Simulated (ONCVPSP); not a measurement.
# titanium: one change to an ONCV potential, before and after

Ti (Z = 22), optimised norm-conserving Vanderbilt (ONCV), made with ONCVPSP 4.0.1 (LDA (Perdew-Zunger), scalar-relativistic). Core [Ne] 3s2, reference 3p6 3d2 4s2. Waves: 4s: rc 2.80 bohr, ncon 5, nbas 8, qcut 2.8 1/bohr, 2 projectors, debl 1.9 Ha; 3p: rc 1.40 bohr, ncon 4, nbas 8, qcut 9.7 1/bohr, 3 projectors, debl 0.8 Ha; 3d: rc 1.80 bohr, ncon 5, nbas 10, qcut 8.3 1/bohr, 2 projectors, debl 2.4 Ha. Local part: polynomial inside 0.90 bohr (lpopt 5, dvloc0 0 Ha). Core correction: Teter function fitted to the true core (icmod 2), fcfact 0.6.

In the p channel the program set the typed energies aside and used -1.425, 0.250, 1.050 Ha.

All-electron outer shells of the reference configuration (LDA (Perdew-Zunger), scalar-relativistic, ld1.x):

| shell | level (eV) | outermost node (bohr) | outermost maximum (bohr) |
| --- | --- | --- | --- |
| 3s | -62.26 | 0.40 | 0.87 |
| 3p | -38.78 | 0.37 | 0.90 |
| 4s | -4.60 | 1.25 | 2.88 |
| 3d | -4.46 | – | 0.97 |

Change: d: qcut 5.4.

Cutoffs: the cutoffs (Ha) at which the residual kinetic energy of the hardest occupied pseudo-wave falls to 1 and 0.1 mHa per electron; they do not see the model core or the augmentation charge, which bear on the density cutoff. Errors are all-electron minus pseudo energies relative to the spin-unpolarised reference configuration.

**Question.** Predict the effect on cutoff, ghosts and configuration errors.

**Answer.** The potential gets harder (29 Ha and 32 Ha → 108 Ha and 121 Ha); both files keep a bound ghost (s); of the 3 tests that both files solve, the error grows in 1 and shrinks in 2 by more than 15 % and 0.3 meV (median size 11.6 → 4.4 meV).

| quantity | base | changed |
| --- | --- | --- |
| cutoff, loose | 29 Ha | 108 Ha |
| cutoff, tight | 32 Ha | 121 Ha |
| loose cutoff by channel | s 2.8 Ha, p 20 Ha, d 29 Ha | s 2.8 Ha, p 20 Ha, d 108 Ha |
| bound ghosts | s | s |
| GHOST(+) flags under 300 eV | s at 94.9 eV | s at 94.9 eV |
| tests with a reliable result | 3 of 4 | 3 of 4 |
| error for 3p6 3d2 4s1, meV [ΔE 7.54 eV] | -2.9 | -1.6 |
| error for 3p6 3d2 4s0, meV [ΔE 21.34 eV] | -12 | -4.4 |
| error for 3p6 3d1 4s0, meV [ΔE 48.53 eV] | +215 | +263 |
| s: phases at 2.84 bohr within 0.05 rad from the reference energy up to (Ha; the scan ends near 5) | n/a | n/a |
| p: phases at 1.42 bohr within 0.05 rad from the reference energy up to (Ha; the scan ends near 5) | to the end of the scan | to the end of the scan |
| d: phases at 1.83 bohr within 0.05 rad from the reference energy up to (Ha; the scan ends near 5) | to the end of the scan | to the end of the scan |
| rms error of d²Exc/dni dnj with the model core, mHa | 2.64 | 2.67 |

 A true bound ghost makes a file unfit for plane-wave use even where its test errors are small: the radial tests pick states by their node count and pass the ghost by.
